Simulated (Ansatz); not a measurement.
Total energies of AlBFH4NS, SMILES `B[NH][Al]([F])[SH]`.

```
atom    x (Å)    y (Å)    z (Å)
  B1   1.2411   0.5420  -0.3665
  N2  -0.0509   0.7729  -0.7870
 Al3  -0.6301  -0.7912  -0.1134
  F4  -0.6372  -2.1463  -1.0478
  S5  -1.6862  -0.9543   1.7778
  H6   2.2293   1.1964  -0.4871
  H7   1.3419  -0.5440   0.2430
  H8  -0.3436   1.5876  -1.2972
  H9  -1.4642   0.3369   2.0782
```

Total charge 0; spin multiplicity 1. The geometry is a stationary point of PBE0-D4/def2-TZVP. It is one conformer, not always the lowest. Basis def2-TZVPP, the Gaussian-basis code of Ansatz.

RPA on PBE orbitals: Hartree–Fock energy of these orbitals -820.58618 Eh, correlation -1.32609 Eh (frozen core).

| functional | energy without D4 (Eh) | D4 term (kJ/mol) |
| --- | --- | --- |
| B97M-V | -822.56768 | – |
| ωB97X-V | -822.60310 | – |

Give the same for LDA (SPW92), PBE, revPBE, BLYP, r2SCAN, PBE0, B3LYP, r2SCANh, r2SCAN0, HSE06 (plane-wave form), BHLYP, CAM-B3LYP, LC-ωPBE, ωB97M-V, B2PLYP, PBE-QIDH. (An estimate is asked.)

Ansatz gave: 
```tsv
functional	energy without D4 (Eh)	D4 term (kJ/mol)
LDA (SPW92)	-818.95303	–
PBE	-822.24154	-19.2
revPBE	-822.56733	-52.6
BLYP	-822.71981	-41.2
r2SCAN	-822.62093	-4.6
PBE0	-822.30923	-16.4
B3LYP	-822.80861	-31.0
r2SCANh	-822.60836	-5.0
r2SCAN0	-822.59057	-5.6
HSE06 (plane-wave form)	-822.28701	-15.4
BHLYP	-822.68354	-25.5
CAM-B3LYP	-822.71531	-16.9
LC-ωPBE	-822.45322	–
ωB97M-V	-822.66637	–
B2PLYP	-822.39951	–
PBE-QIDH	-822.11721	–
```

B3LYP takes the VWN-RPA correlation (the form of Gaussian; ORCA's B3LYP/G). HSE06 is the plane-wave form, built on full-range PBE exchange. The double hybrids freeze the cores in their second-order part.

LC-ωPBE has ω = 0.4 bohr⁻¹.
